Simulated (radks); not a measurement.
The dysprosium ion Dy18+, 48 electrons, occupied as [Kr] 4d10 4f2. Calculated with a radial shooting solver on a logarithmic mesh with Libxc functionals: scalar-relativistic Kohn-Sham, r2SCAN, spin-polarised, spherical densities, finite nucleus; open shells are filled with parallel spins first (spin-orbit coupling, left out, can overturn this in heavy ions); meta-GGA in the generalised Kohn-Sham scheme; Fermi nuclear charge, rms radius 5.2218 fm.

Local quantities along the radius. ELF = 1/(1 + alpha^2) is the electron localisation function; alpha = (tau - tau_W)/tau_unif compares the Pauli kinetic energy density with that of the uniform gas (summed over spins). tau is taken from the large components.

| r (bohr) | ELF | alpha |
|---|---|---|
| 0.001463 | 0.999 | 0.02517 |
| 0.001905 | 0.999 | 0.02700 |
| 0.002481 | 0.999 | 0.02997 |
| 0.00323 | 0.999 | 0.03466 |
| 0.004207 | 0.998 | 0.04216 |
| 0.005477 | 0.997 | 0.05460 |
| 0.007132 | 0.994 | 0.07637 |
| 0.009287 | 0.986 | 0.1173 |
| 0.01209 | 0.961 | 0.2010 |
| 0.01575 | 0.872 | 0.3833 |
| 0.0205 | 0.631 | 0.7647 |
| 0.0267 | 0.372 | 1.299 |
| 0.03477 | 0.350 | 1.362 |
| 0.04527 | 0.557 | 0.8926 |
| 0.05895 | 0.730 | 0.6078 |
| 0.07676 | 0.687 | 0.6754 |
| 0.09995 | 0.425 | 1.163 |
| 0.1301 | 0.379 | 1.281 |
| 0.1695 | 0.653 | 0.7283 |
| 0.2189 | 0.736 | 0.5993 |
| 0.285 | 0.379 | 1.280 |
| 0.3712 | 0.274 | 1.627 |
| 0.4833 | 0.720 | 0.6237 |
| 0.6293 | 0.760 | 0.5623 |
| 0.8195 | 0.483 | 1.035 |
| 1.067 | 0.079 | 3.426 |
| 1.389 | 0.002 | 20.07 |
| 1.809 | 0.000 | 202.0 |

On this mesh the ELF has minima near r = 0.030, 0.11, 0.33 bohr, which separate the shells, and maxima near 0.067 (0.74), 0.22 (0.74), 0.55 (0.78).
